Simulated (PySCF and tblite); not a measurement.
Results of a calculation; reference values are marked as such.
C8H6O2, numbered as in [CH:1]#[C:2][C:3]1=[C:4]([C:5](=[O:6])[OH:7])[CH:8]=[CH:9][CH2:10]1.

Conformers came from 90 starts (ETKDG, MMFF94s, GFN2-xTB); geometries are GFN2-xTB. Weights use LC-wPBE-D3(BJ)/pcSseg-1 (IEF-PCM, dimethylsulfoxide) energies plus GFN2-xTB zero-point and thermal terms (modes under about 100 cm⁻¹ blended into free rotors). Symmetry numbers and mirror images are counted. Conformers within 3 kcal/mol (GFN2-xTB free energy) were kept, 4 at most. GIAO shieldings: LC-wPBE/pcSseg-1 (IEF-PCM, dimethylsulfoxide). Shifts are against TMS (¹H), TMS (¹³C) at the same level. Run with PySCF (density fitting) and tblite.

Q: Predict the averaged NMR shifts at 298.15 K.

A: ¹H: 7.21 (H8, 1H), 7.13 (H9, 1H), 4.19 (H1, 1H), 3.65 (H10, 2H) ppm. ¹³C: 176.5 (C5), 156.3 (C3), 153.3 (C4), 152.3 (C9), 143.1 (C8), 111.5 (C1), 84.2 (C2), 54.1 (C10) ppm.

Q: How do the conformers differ?

A: Torsions listed: C3–C4–C5–O7, O6–C5–O7–H7. The 5-ring runs over atoms 3–4–8–9–10.
```
conformer                  shape  weight %
        1  5-ring flat; 180°, 0°      59.8
        2    5-ring flat; 0°, 0°      40.2
```

```csv
signal,1,2,average
H1,4.19,4.18,4.19
H8,7.22,7.18,7.21
H9,7.14,7.13,7.13
H10,3.64,3.68,3.65
C1,111.6,111.3,111.5
C2,84.1,84.5,84.2
C3,157.3,154.9,156.3
C4,153.3,153.2,153.3
C5,176.3,177.0,176.5
C8,143.1,143.1,143.1
C9,152.4,152.1,152.3
C10,53.8,54.5,54.1
```

The minima are those of GFN2-xTB; planar forms about aryl–S or allylic bonds may be saddles in DFT. H on N, O and S are left out: they exchange, and hydrogen bonds move them by several ppm. Shifts are unscaled: against experiment ¹³C can be off by 15 ppm or more and ¹H by 0.8 ppm.


Conformer gaps in pcSseg-1 on xTB geometries can be 2 kcal/mol off for S=O, P=O and other polar bonds.